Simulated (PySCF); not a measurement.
Compound: B₂F₂H₃N.
Z-matrix (Å and degrees, PBE0-D3(BJ)/def2-SVP geometry), rows numbered from 1:
```
N 
B   1  1.3888
B   2  1.7075  1  123.55
F   3  1.3268  2  123.13  1   -87.95
F   3  1.3261  2  122.24  1    94.17
H   1  1.0125  2  122.57  3  -179.17
H   1  1.0120  2  124.43  3     0.03
H   2  1.2139  1  116.77  3   179.51
```

The closed-shell ground state was solved at several levels (PySCF, density fitting, gas phase, non-relativistic).

```csv
level,basis functions,total energy (Eh),HOMO (eV),LUMO (eV),gap (eV),dipole (D)
OPBE/pcSseg-2,222,-306.0507,-7.05,-1.26,5.79,2.99
PBE0/def2-TZVP,173,-305.8993,-8.57,-0.43,8.14,3.03
B3LYP/aug-cc-pVTZ-J,290,-306.2380,-8.43,-0.91,7.52,2.99
LC-wPBE/pcSseg-2,222,-306.0441,-11.44,1.69,13.13,3.02
B97-2/pcJ-1,165,-306.0058,-8.35,-0.34,8.01,3.14
PBE0/pcSseg-0,51,-305.0845,-8.62,-0.23,8.39,3.38
KT2/pcSseg-2,222,-310.6527,-7.27,-1.49,5.78,3.03
```

Question: Estimate the row for PBE0/aug-cc-pVTZ, a basis of 299 functions; the other rows only guide the guess.

Answer: Total energy -305.8902 Eh, HOMO -8.60 eV, LUMO -0.64 eV, gap 7.96 eV, dipole 3.00 D.

Question: How much does the basis alone move the frontier levels among the 3 PBE0 rows (the withheld one included)?

Answer: The HOMO by 0.05 eV and the LUMO by 0.41 eV. By rising basis size (HOMO, LUMO in eV): pcSseg-0 -8.62, -0.23; def2-TZVP -8.57, -0.43; aug-cc-pVTZ -8.60, -0.64.

Question: How far do the dipole and the HOMO energy spread over the levels?

Answer: The dipole runs from 2.99 to 3.38 D (mean 3.07 D) and the HOMO from -11.44 to -7.05 eV.
